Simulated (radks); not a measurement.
Results of a calculation; reference values are marked as such.
Coulomb parameter of the 4d shell of the technetium ion Tc+ in the model configuration [Kr] 4d5 5s1, as a second difference U = [E(n + 0.5) + E(n - 0.5) - 2 E(n)] / (0.5)^2 with all orbitals relaxed. "Bare": the charge of the atom changes with n. "Screened": the 5s shell takes up the change at fixed total charge, which measures U(4d,4d) + U(5s,5s) - 2 U(4d,5s). Level of theory: scalar-relativistic Kohn-Sham, BLYP, spin-unpolarised, spherical densities, point nucleus (a radial shooting solver on a logarithmic mesh with Libxc functionals). Estimate both.

Answer. U(bare) = 10.671 eV, U(screened by 5s) = 1.537 eV, against the Slater integral F0(4d,4d) = 14.792 eV with frozen orbitals.
